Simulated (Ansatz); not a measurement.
A run for Ansatz (a quantum-chemistry and plane-wave program): R-B3LYP/def2-TZVPP on GeH5N (SMILES [NH2][GeH3]), a point of a torsion scan.

Ansatz 0.2 input:
```yaml
crystal:
  periodic: [false, false, false]
  atoms:
    - {symbol: N, position_ang: [1.07864161, -0.16134036, -0.16134414]}
    - {symbol: Ge, position_ang: [-0.69658184, 0.10562629, -0.00190667]}
    - {symbol: H, position_ang: [1.67697151, 0.64606446, -0.23749436]}
    - {symbol: H, position_ang: [1.52465302, -0.85942766, 0.41310626]}
    - {symbol: H, position_ang: [-0.97272337, 1.48183181, -0.50461106]}
    - {symbol: H, position_ang: [-1.38609525, -0.92558526, -0.83485385]}
    - {symbol: H, position_ang: [-1.19622299, -0.01089415, 1.41256968]}
basis:
  gaussian:
    orbitals: def2-TZVPP
hamiltonian:
  xc: {name: B3LYP}
scf: {lower_state_search: off}
```

The log:

```
WARN ansatz: RAYON_NUM_THREADS=1 ignored (pool sized by the plan → 1); use --threads N
Functional definition: B3LYP
these checks for a lower state are left out or cut short: stability, starts, cluster_reference, orbital_swaps, neighbouring_geometries, increment
integrals: 0.05 GiB planned
839 factors; their error is unknown
mean field: 0.53 GiB planned
mean field evaluation 1: about -58084.2267 eV, gradient 6.5e1 eV
mean field evaluation 2: about -58068.4187 eV, gradient 1.0e2 eV
mean field evaluation 4: about -58091.5960 eV, gradient 2.9e0 eV
mean field evaluation 8: about -58091.6086 eV, gradient 2.1e-2 eV
mean field evaluation 16: about -58091.8245 eV, gradient 5.5e-6 eV
mean field -58091.82450424 eV, -2134.8351744781 hartree, gradient 5.5e-6 eV, S^2 0.000000; 0 other end points of the search recorded, 0 dependent functions left out
reference -58091.82472375 eV, -2134.8351825447 hartree; 22, 22 occupied and 127, 127 virtual orbitals, 839 factors
Total energy: -58091.82472375 eV, -2134.8351825447 hartree
Checks for a lower state left out: stability, starts, cluster_reference, orbital_swaps, neighbouring_geometries, increment
```

The run converged.

Cost: very roughly 3 core-seconds.
